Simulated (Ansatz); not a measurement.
Geometry optimisation, RKS CAM-B3LYP-D4/def2-SVP in Ansatz.

The input (input.yaml):

```yaml
crystal:
  periodic: [false, false, false]
  atoms:
    - { symbol: In, position_ang: [0.0, 0.0, 0.0] }
    - { symbol: O, position_ang: [0.0, 0.0, 2.34] }
    - { symbol: H, position_ang: [-0.9095, -0.2814, 2.6771] }
    - { symbol: O, position_ang: [1.7233, 0.0, -0.995] }
    - { symbol: H, position_ang: [2.0232, -0.9519, -1.1499] }
    - { symbol: O, position_ang: [-1.7233, 0.0, -0.995] }
    - { symbol: H, position_ang: [-2.233, -0.8467, -0.7865] }
    - { symbol: Cl, position_ang: [0.1228, 2.5973, 0.864] }
    - { symbol: H, position_ang: [0.0636, 1.3456, 2.092] }
basis:
  gaussian: { orbitals: def2-SVP }
hamiltonian:
  xc: cam_b3lyp
  dispersion: d4
relax:
  f_tol: 0.15
  max_steps: 25
  restrain:
    - { distance: [0, 7], at: 3.64, k: 30.0 }
    - { distance: [8, 1], at: 2.21, k: 30.0 }
    - { distance: [0, 1], at: 1.99, k: 30.0 }
    - { distance: [8, 7], at: 1.37, k: 30.0 }
```

Launched with:

```bash
$ ansatz run input.yaml --threads 4 --pin off --max-ram 5120MiB --backend cpu --events-out ev --progress --plain --runs-dir out
```

Question: Where does it end, and by what steps?

Answer: The forces met the threshold. The restraints hold the end off the free minimum. After 10 steps the energy has fallen by 0.389 eV (the restraints' own energy left out); O6 moved furthest, 0.69 Å. Parted: In1–Cl8 (2.74 → 3.63 Å). Joined: Cl8–H9 (1.75 → 1.34 Å).

```csv
step,energy less start (eV),largest force component (eV/Å),accepted
0,0.0000,2.291,yes
1,0.3252,2.620,yes
2,0.1381,2.117,yes
3,-0.0414,1.264,yes
4,-0.1589,1.175,yes
5,-0.1714,1.423,yes
6,-0.2704,1.065,yes
7,-0.3169,1.027,yes
8,-0.3569,1.032,yes
9,-0.3775,0.965,yes
10,-0.3894,0.981,yes
```

```xyz
9
Properties=species:S:1:pos:R:3
In 0.027 -0.409 0.114
O -0.108 -0.182 2.090
H -0.991 -0.340 2.448
O 1.856 -0.503 -0.616
H 1.869 -0.535 -1.580
O -1.534 -0.657 -1.086
H -2.393 -0.546 -0.661
Cl 0.127 3.040 1.255
H 0.212 1.995 2.081
```

Time of the run: 19 s on 4 threads of Arm Neoverse V2, with other jobs on the host, peak memory 0.3 GiB.
